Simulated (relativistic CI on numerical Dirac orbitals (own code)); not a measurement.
Line list: Electric-dipole lines, Pt⁴³⁺

Computed by Dirac-Coulomb-Breit CI, orbitals from a KLI potential per configuration, model QED (radiative potential, 1s self-energy scaled to tabulated hydrogen-like ionisation energies), unscaled Slater integrals (own radial code, finite nucleus).

Configurations in the expansion (outside the closed core [Ar] 3d10): 4s2 4p5, 4s 4p6, 4s2 4p4 4d, 4s 4p5 4d, 4s2 4p4 4f, 4s 4p5 4f, 4p6 4d, 4s 4p4 4d2, 4s2 4p3 4d 4f, 4p6 4f, 4p5 4d 4f, 4p5 4d2, 4p4 4d3, 4p4 4d2 4f. Double excitations out of closed p, d and f shells are left out; levels of such configurations are missing from the list, as are those of other unlisted configurations, and high levels can miss mixing partners.

```csv
λ vac (nm),Lower,Upper,A (s⁻¹),E lower (10³ cm⁻¹),E upper (10³ cm⁻¹)
3.7799,4s 4p6 2S_1/2 [14],4s 4p5 4d 2P°_3/2 [94],1.73e+12,1931.0,4576.6
3.9894,4s2 4p5 2P°_3/2 [1],4s2 4p4 4d 2S_1/2 [22],3.75e+12,0.0,2506.6
3.9937,4s2 4p5 2P°_3/2 [1],4s2 4p4 4d 2D_5/2 [21],2.87e+12,0.0,2503.9
3.9955,4s2 4p5 2P°_3/2 [1],4s2 4p4 4d 2P_3/2 [20],2.38e+12,0.0,2502.8
4.0320,4s2 4p5 2P°_1/2 [2],4s2 4p4 4d 2D_3/2 [49],2.30e+12,996.3,3476.5
4.6133,4s2 4p4 4d 4D_3/2 [3],4s 4p5 4d 2D°_3/2 [48],5.77e+11,1303.9,3471.5
4.6624,4s2 4p4 4d 4D_5/2 [4],4s 4p5 4d 2D°_3/2 [48],6.30e+11,1326.7,3471.5
4.7151,4s2 4p4 4d 2F_7/2 [6],4s 4p5 4d 2F°_5/2 [47],7.56e+11,1348.7,3469.5
4.7240,4s2 4p4 4d 4F_9/2 [9],4s 4p5 4d 2F°_7/2 [55],8.17e+11,1534.7,3651.5
4.8173,4s2 4p4 4d 2G_7/2 [18],4s 4p5 4d 2F°_5/2 [76],9.20e+11,2344.3,4420.2
4.8482,4s2 4p4 4d 2D_5/2 [13],4s 4p5 4d 2P°_3/2 [58],1.02e+12,1725.2,3787.8
4.8863,4s2 4p4 4d 2G_9/2 [25],4s 4p5 4d 2F°_7/2 [99],9.62e+11,2550.4,4597.0
4.8958,4s2 4p4 4d 2D_3/2 [7],4s 4p5 4d 2F°_5/2 [47],5.23e+11,1426.9,3469.5
4.8991,4s2 4p4 4d 2D_5/2 [11],4s 4p5 4d 2D°_5/2 [56],9.03e+11,1649.1,3690.3
4.9317,4s2 4p4 4d 2F_7/2 [6],4s2 4p4 4f 2F°_7/2 [45],3.32e+11,1348.7,3376.4
4.9557,4s2 4p4 4d 4D_5/2 [4],4s2 4p4 4f 2F°_5/2 [42],3.59e+11,1326.7,3344.6
4.9958,4s2 4p4 4d 2F_7/2 [8],4s 4p5 4d 2D°_5/2 [51],5.62e+11,1522.0,3523.6
5.1068,4s2 4p4 4d 2F_7/2 [8],4s 4p5 4d 4F°_9/2 [50],3.41e+11,1522.0,3480.1
5.1402,4s2 4p4 4d 4F_9/2 [9],4s 4p5 4d 4F°_9/2 [50],6.00e+11,1534.7,3480.1
5.1785,4s2 4p5 2P°_3/2 [1],4s 4p6 2S_1/2 [14],8.17e+11,0.0,1931.0
5.2723,4s2 4p4 4d 2F_7/2 [6],4s2 4p4 4f 2G°_9/2 [37],2.39e+11,1348.7,3245.4
5.3042,4s2 4p4 4d 2G_7/2 [18],4s2 4p4 4f 2H°_9/2 [64],4.69e+11,2344.3,4229.6
5.3558,4s2 4p4 4d 2F_7/2 [6],4s2 4p4 4f 4F°_9/2 [34],2.47e+11,1348.7,3215.9
5.5439,4s2 4p5 2P°_1/2 [2],4s2 4p4 4d 2P_1/2 [29],1.76e+12,996.3,2800.1
5.7169,4s2 4p4 4d 4D_7/2 [19],4s2 4p4 4f 4F°_9/2 [65],4.65e+11,2492.4,4241.7
5.7189,4s2 4p5 2P°_1/2 [2],4s2 4p4 4d 2D_3/2 [28],9.82e+11,996.3,2744.9
5.7604,4s2 4p4 4d 4F_9/2 [9],4s2 4p4 4f 4G°_11/2 [39],4.28e+11,1534.7,3270.7
5.7813,4s2 4p4 4d 2G_9/2 [25],4s2 4p4 4f 2H°_11/2 [69],4.13e+11,2550.4,4280.2
5.7964,4s2 4p5 2P°_3/2 [1],4s2 4p4 4d 2D_5/2 [13],7.93e+11,0.0,1725.2
5.9013,4s2 4p5 2P°_3/2 [1],4s2 4p4 4d 2D_3/2 [12],5.97e+11,0.0,1694.5
```

Terms are leading LS components. Brackets give the number of a level in order of energy, since labels repeat. The list gives strong lines, with weight on those to low levels, without lines whose two gauges differ by over a factor of 2.5, among the lowest 200 of 2245 levels, so that lines to higher ones, which can be the strongest, are missing. Levels whose partners in the same complex of configurations lie outside the list can be far off, and so can their lines. Rates are taken at the computed energies, electric ones in the length gauge.

At this charge energies of transitions that change n are usually good to better than 1 %, and those within a shell (Δn = 0) to a few per cent.

LS names give the leading component of a level, which can be under half, so a name can repeat, a term be missing and a line seem to break the LS rules.
